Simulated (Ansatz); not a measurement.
A nudged elastic band was laid between two geometries of BClH3NO (7 atoms, charge 0, multiplicity 1).

These are results of Ansatz 0.2.0, RKS PBE/def2-SVP, not measurements.

```json
{"movable images": "5", "climbing image": "yes", "spring": "5.0 eV/Å²", "optimiser": "quadratic models (default)", "start path": "through a guess of the saddle point", "force threshold": "0.05 eV/Å", "iteration limit": "60", "end points": "relaxed"}
```

First end point:

```xyz
7
Properties=species:S:1:pos:R:3
B 0.066 0.288 -0.091
O 0.981 0.720 0.834
N -0.480 -1.005 -0.014
H -0.217 -1.656 0.725
Cl -0.455 1.382 -1.428
H 1.264 1.632 0.655
H -1.159 -1.361 -0.682
```

Last end point:

```xyz
7
Properties=species:S:1:pos:R:3
B -0.714 0.190 -0.970
O 0.873 0.638 1.441
N -0.684 -1.012 -0.599
H 0.343 -0.115 1.104
Cl -0.787 1.795 -1.531
H 1.720 0.503 0.975
H -0.751 -1.999 -0.420
```

Which bonds break or form, and what moves?

Bonds broken: B1–O2, N3–H4. Bonds formed: O2–H4. BClH3NO becomes BClHN + H2O.

Give the energies along the band, and the barrier.

The run converged. The highest image is number 5 of 0 to 6, 70.7 kcal/mol above the first end and 1.3 kcal/mol above the last; the last end lies 69.4 kcal/mol above the first. Neighbouring images differ by up to 1.3 eV, so the band resolves the path poorly. A vibrational analysis at the climbing image gives one clearly imaginary mode, 205i cm⁻¹: a first-order saddle point. The orbitals stay closed-shell, which can raise the energy where a bond breaks towards radicals; this wasn't checked here.

```json
{"image": "0", "path coordinate (Å)": "0.00", "energy (kcal/mol)": "0.0", "B1–O2 (Å)": "1.37", "N3–H4 (Å)": "1.02", "O2–H4 (Å)": "2.66"}
{"image": "1", "path coordinate (Å)": "0.69", "energy (kcal/mol)": "5.8", "B1–O2 (Å)": "1.38", "N3–H4 (Å)": "1.02", "O2–H4 (Å)": "2.52"}
{"image": "2", "path coordinate (Å)": "1.38", "energy (kcal/mol)": "9.7", "B1–O2 (Å)": "1.38", "N3–H4 (Å)": "1.02", "O2–H4 (Å)": "2.44"}
{"image": "3", "path coordinate (Å)": "2.07", "energy (kcal/mol)": "39.6", "B1–O2 (Å)": "1.46", "N3–H4 (Å)": "1.14", "O2–H4 (Å)": "1.62"}
{"image": "4", "path coordinate (Å)": "2.76", "energy (kcal/mol)": "65.0", "B1–O2 (Å)": "1.67", "N3–H4 (Å)": "1.78", "O2–H4 (Å)": "1.03"}
{"image": "5", "path coordinate (Å)": "3.44", "energy (kcal/mol)": "70.7", "B1–O2 (Å)": "2.33", "N3–H4 (Å)": "2.10", "O2–H4 (Å)": "0.98"}
{"image": "6", "path coordinate (Å)": "4.08", "energy (kcal/mol)": "69.4", "B1–O2 (Å)": "2.92", "N3–H4 (Å)": "2.18", "O2–H4 (Å)": "0.98"}
```

What is the geometry of the highest image?


```xyz
7
Properties=species:S:1:pos:R:3
B -0.537 0.184 -0.716
O 0.718 0.714 1.179
N -0.609 -1.058 -0.431
H 0.401 -0.217 1.204
Cl -0.656 1.744 -1.427
H 1.630 0.616 0.842
H -0.946 -1.983 -0.651
```

The band took 18 iterations and roughly 2.6 core-minutes.

Time of the run: 80 s on 2 threads of Arm Neoverse V2, on a shared host, peak memory 0.16 GiB.
